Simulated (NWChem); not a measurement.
Species: C2H4GeO2; SMILES C=C1[O][GeH2][O]1

```xyz
9

C      0.0000     0.0000    -2.6039
C      0.0000     0.0000    -1.2611
O      0.0000     1.1174    -0.4371
Ge     0.0000     0.0000     1.0243
O      0.0000    -1.1174    -0.4371
H      0.0000    -0.9527    -3.1463
H      0.0000     0.9527    -3.1463
H     -1.3102     0.0000     1.8488
H      1.3102     0.0000     1.8488
```
Atoms are numbered in this order, from 1.

Program: NWChem. The geometry was optimised at PBE-D3(BJ)/def2-SVP. Level MN15/def2-SVP: energy and gradient on several grids; changes count from the extra-fine grid, which is no exact limit either.

| grid | size of the energy change (μHa) | largest change of a gradient component (μHa/bohr) |
|---|---|---|
| xcoarse | 50000 | 10000 |
| coarse | < 10 | 500 |
| medium | 10 | 100 |
| fine | < 10 | < 30 |
| xfine | < 10 | < 30 |
